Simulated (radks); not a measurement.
The tin anion Sn4-, [Xe], held by a Watson sphere: a shell of charge +4 at radius R that stands for the Madelung well of a crystal (potential energy -4/R inside, -4/r outside, in hartree with lengths in bohr). Method: scalar-relativistic Kohn-Sham, LDA (Slater exchange, Perdew-Wang correlation), spin-polarised, spherical densities, finite nucleus; Fermi nuclear charge, rms radius of each element as measured or else 0.836 A^(1/3) + 0.57 fm; computed with a radial shooting solver on a logarithmic mesh with Libxc functionals. Response by self-consistent Sternheimer equations with the Hartree and adiabatic LDA kernel, the relativistic mass of each level held fixed and spin-orbit coupling left out. The sphere does not respond.

R (bohr)  e(4d) (eV)  e(5s) (eV)  e(5p) (eV)  <r> 5p (bohr)  sum of <r^2> (bohr^2)  X-ray form factor at sin(theta)/lambda = 0.3 1/angstrom  alpha (bohr^3)
2.47         -27.144     -14.494      -7.162          2.842                  91.77                                                   34.413           51.56
2.75         -25.876     -13.480      -6.709          2.983                  98.25                                                   34.483           62.00
3.27         -24.487     -11.895      -5.859          3.261                  111.6                                                   34.617           89.05
4.16         -23.482     -10.026      -4.612          3.753                  137.5                                                   34.737           165.7
5.05         -23.114      -8.958      -3.706          4.263                  167.6                                                   34.755           297.5
5.08         -23.107      -8.933      -3.681          4.280                  168.7                                                   34.756           303.1
5.39         -23.046      -8.702      -3.439          4.460                  180.3                                                   34.757           366.3
5.42         -23.041      -8.682      -3.418          4.477                  181.5                                                   34.757           373.0
5.69         -23.007      -8.527      -3.234          4.635                  192.2                                                   34.758           436.6
